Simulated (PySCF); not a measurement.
# Identify the compound

The spectra below were simulated for a compound C$_{7}$H$_{6}$ClF$_{3}$O.

1H NMR (400 MHz, computed): δ 6.52 (m, 1H), 5.80 (m, 1H), 5.75 (m, 1H), 2.54 (m, 1H), 2.26 (m, 1H), 1.19 (m, 1H).

13C{1H} NMR (computed): δ 182.8 (C), 144.9 (CH), 133.4 (C), 128.9 (CH2), 42.1 (C), 37.1 (CH), 25.0 (CH2).

Gas phase, rapidly exchanging positions averaged, non-relativistic Hamiltonian, one conformer. GFN2-xTB structure; shieldings: GIAO PBE0/pcSseg-1; PySCF.

Referencing at the same level of theory: TMS for 1H, 13C.

Task: Which candidate is it?
A. C#C/C(Cl)=C(/CCF)OC(F)F
B. C=C[C@@]1(C(F)(F)F)C[C@@H]1C(=O)Cl
C. C=C[C@@]1(C(=O)Cl)C[C@@H]1C(F)(F)F

Result: C. 

1. Rings plus π bonds: 3 (1 ring in the answer).
2. 7 carbon signals for 7 carbons: no two carbons are equivalent.
3. Carbon types of the structure: 3 × C, 2 × CH, 2 × CH2, which accounts for all hydrogens.
4. δC 182.8: carbonyl carbon.
5. δC 144.9: alkene CH; as expected for a trigonal carbon in a double bond.
6. δC 133.4: CF3 carbon; 3 electronegative neighbours deshield it.
7. δC 128.9: terminal =CH2 carbon; the olefinic region.
8. δC 42.1, 37.1, 25.0: three-membered-ring carbon.

The others: C=C[C@@]1(C(F)(F)F)C[C@@H]1C(=O)Cl has carbons computed at 179.4, 141.5, 133.4, 126.4, 45.6, 39.9, 19.2; C#C/C(Cl)=C(/CCF)OC(F)F would give 4 signals for carbon-bound and other non-exchanging H, not 6.

Carbons that carry Cl, above all several Cl atoms, come out too deshielded, partly because spin–orbit coupling is missing. Splittings by 19F in the carbon and heteronuclear signals aren't shown, as no couplings were computed. Shifts are as computed. Against solution values, carbons near 30 ppm lie about +3 ppm off and those near 130 ppm about +5 ppm; carbons on Cl a further +6 ppm. Of 1211 compounds with measured shifts, 218 miss one by over three times the rms of a fit or turn the order of signals round; such compounds aren't used in these exercises. Multiplicities follow the n + 1 count of equivalent neighbours, as no J values were calculated; m marks all less simple cases, F and P coupling included.
